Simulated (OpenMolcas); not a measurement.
Lu: the spin-orbit constant, worked from levels

| Property | Result |
| --- | --- |
| Program | OpenMolcas |
| Basis | ANO-RCC-VQZP [9s8p6d4f3g2h] |
| Scalar Hamiltonian | DKH2, point nucleus |
| Active space | 3 electrons in 6 orbitals (5d 6s) |
| State averaging | 2S+1 = 4 even, 17 roots (10 in the spin-orbit step); 2S+1 = 2 even, 29 roots |
| Spin-orbit coupling | RASSI with atomic mean-field integrals over the reference wave functions, term energies averaged over their components |

Methods: CASSCF; MS-CASPT2, IPEA 0.25 Eh, imaginary shift 0.1 Eh (closed shells correlated: 5s 5p). Measured levels: NIST Handbook of Basic Atomic Spectroscopic Data.

**The spin-orbit constant.** For the Hund term ²D of d1, E(J) = (A/2) J(J+1) + constant and ζ = 2S·A = A. From J = 3/2 to J = 5/2 the energy changes by 2.5 A.

| Source | E(5/2) - E(3/2) | A | ζ |
| --- | --- | --- | --- |
| CASSCF | 1829.5 | 731.8 | 732 |
| MS-CASPT2 | 1901.0 | 760.4 | 760 |
| measured | 1993.9 | 797.6 | 798 |

All in cm-1. MS-CASPT2 is off by -4.7 % and CASSCF by -8.2 %. Both methods take the spin-orbit matrix elements from the reference wave functions, so the second can move ζ only through the term energies and any multistate remixing.

Term energies are means over components that CASPT2 splits; among the terms shown or strongly mixed into the levels shown the widest spread is 150 cm-1 (5d 6s² ²D, MS-CASPT2). Some high roots are left out of the spin-orbit mixing, which shifts the levels that they would mix with. Without dynamic correlation excited terms often stand tens of per cent too high (terms of higher spin than the ground term too low), and those without a measured partner can miss by more than the paired ones (holds for CASSCF). Measured partners are found by configuration, term and J. A level has none where our copy of the source lacks it or the pairing is in doubt (some pairs that miss far off the trend of their configuration count as doubtful), and it then counts in no deviation. Only configurations of the active space appear.
